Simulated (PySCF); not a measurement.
**TeH6: trigonal twist**

Computed with PySCF, PBE0, basis Te def2-TZVP with ECP28, H def2-TZVP (scalar-relativistic core potentials, no spin–orbit coupling, density fitting).

Rigid scan from the singlet minimum (Te–H 1.733 Å (×6); H–Te–H 90.0° (×12), H–Te–H 180.0° (×3)). Coordinate: D3 path, twist of the two triangles (60 octahedral, 0 prismatic), bonds and polar angle fixed. Energies in kJ/mol from the minimum.

Task: Predict the curve at 0, 10, 20, 30, 40, 50, 60.

Result: 
| twist angle (°) | E (kJ/mol) |
| --- | --- |
| 0 | 217.4 |
| 10 | 199.3 |
| 20 | 153.3 |
| 30 | 97.0 |
| 40 | 46.3 |
| 50 | 12.0 |
| 60 | 0.0 |

With the bonds held, the prismatic shape lies 217.4 kJ/mol from the minimum.
